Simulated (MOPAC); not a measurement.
Input file for MOPAC: PM7 on CH5InO (SMILES C[O][InH2]).

```
PM7 1SCF PRECISE CHARGE=0 THREADS=1
CH5InO

C     -1.27555483 1    -0.23930918 1     0.10079055 1
O     -0.02231477 1    -0.77920312 1    -0.24722643 1
In     1.70552692 1     0.22796970 1    -0.16431169 1
H     -1.72450651 1    -0.82114760 1     0.91437933 1
H     -1.22598041 1     0.80822790 1     0.43043626 1
H     -1.95718796 1    -0.28429216 1    -0.75673973 1
H      3.01081582 1    -0.75422234 1    -0.66142110 1
H      1.48920175 1     1.84197677 1     0.38409280 1
```

The log:

```
*******************************************************************************
 **                                                                           **
 **                              MOPAC v23.2.5                                **
 **                                                                           **
 *******************************************************************************
 ** MOPAC's Digital Object Identifier: https://doi.org/10.5281/zenodo.6511958 **
 **                                                                           **
 ** Please cite the open-source release paper for use of this MOPAC version:  **
 ** J. E. Moussa and J. J. P. Stewart (2026)                                  **
 ** MOPAC: An open-source semiempirical molecular orbital program             **
 ** J. Open Source Softw., 11(119), 8025, https://doi.org/10.21105/joss.08025 **
 *******************************************************************************

                              PM7 CALCULATION RESULTS

 *******************************************************************************
 *  PM7        - The PM7 Hamiltonian to be used
 *
 *
 *
 *                 CHARGE ON SYSTEM = 0
 *
 *
 *
 *  PRECISE    - TIGHTER CRITERIA TO BE USED
 *  1SCF       - DO 1 SCF AND THEN STOP
 *  THREADS=1  - MULTI-THREADING NOT USED
 *  T=         - A TIME OF 172800.0 SECONDS REQUESTED
 *  DUMP=N     - RESTART FILE WRITTEN EVERY 7200.0 SECONDS REQUESTED
 *******************************************************************************
PM7 1SCF PRECISE CHARGE=0 THREADS=1
 CH5InO

   ATOM   CHEMICAL          X               Y               Z
  NUMBER   SYMBOL      (ANGSTROMS)     (ANGSTROMS)     (ANGSTROMS)

     1       C         -1.27555483  *  -0.23930918  *   0.10079055  *
     2       O         -0.02231477  *  -0.77920312  *  -0.24722643  *
     3      In          1.70552692  *   0.22796970  *  -0.16431169  *
     4       H         -1.72450651  *  -0.82114760  *   0.91437933  *
     5       H         -1.22598041  *   0.80822790  *   0.43043626  *
     6       H         -1.95718796  *  -0.28429216  *  -0.75673973  *
     7       H          3.01081582  *  -0.75422234  *  -0.66142110  *
     8       H          1.48920175  *   1.84197677  *   0.38409280  *



          CARTESIAN COORDINATES

    NO.       ATOM           X           Y           Z

     1         C         -1.2756     -0.2393      0.1008
     2         O         -0.0223     -0.7792     -0.2472
     3        In          1.7055      0.2280     -0.1643
     4         H         -1.7245     -0.8211      0.9144
     5         H         -1.2260      0.8082      0.4304
     6         H         -1.9572     -0.2843     -0.7567
     7         H          3.0108     -0.7542     -0.6614
     8         H          1.4892      1.8420      0.3841

 General Reference for PM7:
 "Optimization of Parameters for Semiempirical Methods VI: More Modifications to the
 NDDO Approximations and Re-optimization of Parameters", J. J. P. Stewart, J. Mol. Mod., 1:32, 19 (2013)
 https://link.springer.com/article/10.1007/s00894-012-1667-x

           Empirical Formula: C H5 O In  =     8 atoms



      MOLECULAR POINT GROUP   :   Cs


      RHF CALCULATION, NO. OF DOUBLY OCCUPIED LEVELS = 9


 -------------------------------------------------------------------------------
 PM7 1SCF PRECISE CHARGE=0 THREADS=1
 CH5InO



     1SCF WAS SPECIFIED, SO BFGS WAS NOT USED
     SCF FIELD WAS ACHIEVED


                              PM7 CALCULATION
                                                       MOPAC v23.2.5 Linux




          FINAL HEAT OF FORMATION =         13.94318 KCAL/MOL =      58.33825 KJ/MOL


          COSMO AREA              =        106.90 SQUARE ANGSTROMS
          COSMO VOLUME            =         90.08 CUBIC ANGSTROMS

          IONIZATION POTENTIAL    =          9.816879 EV
          HOMO LUMO ENERGIES (EV) =         -9.817  1.501
          NO. OF FILLED LEVELS    =          9
          MOLECULAR WEIGHT        =        147.8699         POINT GROUP:  Cs

          MOLECULAR DIMENSIONS (Angstroms)

            Atom       Atom       Distance
            H     7    H     6     4.99109
            H     8    H     4     3.01159
            H     6    H     4     1.53372


          SCF CALCULATIONS        =          1





   ATOM   CHEMICAL          X               Y               Z
  NUMBER   SYMBOL      (ANGSTROMS)     (ANGSTROMS)     (ANGSTROMS)

     1       C         -1.27555483  *  -0.23930918  *   0.10079055  *
     2       O         -0.02231477  *  -0.77920312  *  -0.24722643  *
     3      In          1.70552692  *   0.22796970  *  -0.16431169  *
     4       H         -1.72450651  *  -0.82114760  *   0.91437933  *
     5       H         -1.22598041  *   0.80822790  *   0.43043626  *
     6       H         -1.95718796  *  -0.28429216  *  -0.75673973  *
     7       H          3.01081582  *  -0.75422234  *  -0.66142110  *
     8       H          1.48920175  *   1.84197677  *   0.38409280  *

                             CARTESIAN COORDINATES

   1    C       -1.275554830    -0.239309180     0.100790550
   2    O       -0.022314770    -0.779203120    -0.247226430
   3   In        1.705526920     0.227969700    -0.164311690
   4    H       -1.724506510    -0.821147600     0.914379330
   5    H       -1.225980410     0.808227900     0.430436260
   6    H       -1.957187960    -0.284292160    -0.756739730
   7    H        3.010815820    -0.754222340    -0.661421100
   8    H        1.489201750     1.841976770     0.384092800


           Empirical Formula: C H5 O In  =     8 atoms



      MOLECULAR POINT GROUP   :   Cs


                  EIGENVALUES
 -26.74144 -22.65052 -15.07131 -14.30664 -14.20855 -12.21915 -11.40382 -10.21614
  -9.81688   1.50096   2.45146   3.63474   3.87342   5.35580   6.07206   6.26336
   6.87522


              NET ATOMIC CHARGES AND DIPOLE CONTRIBUTIONS

  ATOM NO.   TYPE          CHARGE      No. of ELECS.   s-Pop       p-Pop
    1          C          -0.058467        4.0585     1.05972     2.99875
    2          O          -0.832981        6.8330     1.81781     5.01517
    3         In           0.643036        2.3570     0.72418     1.63278
    4          H           0.107817        0.8922     0.89218
    5          H           0.081438        0.9186     0.91856
    6          H           0.107819        0.8922     0.89218
    7          H          -0.020190        1.0202     1.02019
    8          H          -0.028472        1.0285     1.02847
 DIPOLE           X         Y         Z       TOTAL
 POINT-CHG.     2.833     3.454     0.715     4.524
 HYBRID        -1.787    -1.164    -0.125     2.136
 SUM            1.046     2.290     0.590     2.586


          ATOMIC ORBITAL ELECTRON POPULATIONS

     Atom    s        px        py        pz
    1  C   1.05972   0.84949   1.04856   1.10069
    2  O   1.81781   1.37537   1.74910   1.89070
    3 In   0.72418   0.66572   0.80867   0.15839
    4  H   0.89218
    5  H   0.91856
    6  H   0.89218
    7  H   1.02019
    8  H   1.02847

 **********************
 *                    *
 * JOB ENDED NORMALLY *
 *                    *
 **********************




 == MOPAC DONE ==
```

The run finished.

Cost: very roughly 0.020 core-seconds.
